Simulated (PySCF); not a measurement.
C3H6GeO, SMILES O=C1[CH2][GeH2][CH2]1. Atoms are numbered in the order given.

```xyz
11

O     -2.5331     0.3432     0.0000
C     -1.4107    -0.0911     0.0000
C     -0.4955    -0.3089    -1.2151
Ge     1.0428     0.0949     0.0000
C     -0.4955    -0.3089     1.2151
H     -0.7606     0.2836    -2.1004
H     -0.4526    -1.3776    -1.4860
H      2.2169    -0.8979     0.0000
H      1.5131     1.5580     0.0000
H     -0.4526    -1.3776     1.4860
H     -0.7606     0.2836     2.1004
```
Charge 0, spin multiplicity 1.

Geometry: B3LYP-D3(BJ)/def2-SVP. The structure was generated by enumeration, and PubChem lists no compound with its InChIKey, so it may never have been made.

All values below come from PySCF with HF/def2-TZVP.

The molecule is in vacuum.

Task: Estimate the frontier levels, gap, dipole moment and polarisability. (The exact figures need the calculation; the answer reports its results.)

Result: 
The highest occupied level is -10.55 eV and the lowest empty level is 3.10 eV. The orbital gap is 13.65 eV, the dipole moment is 3.70 D and the quadrupole, principal values (traceless, Buckingham form, about the centre of nuclear charge) is -13.76, 6.44, 7.32 D·Å. The mean static polarisability comes out as 62.7 bohr³ (9.29 Å³) and the polarisability, principal values is 53.6, 58.6, 75.8 bohr³.
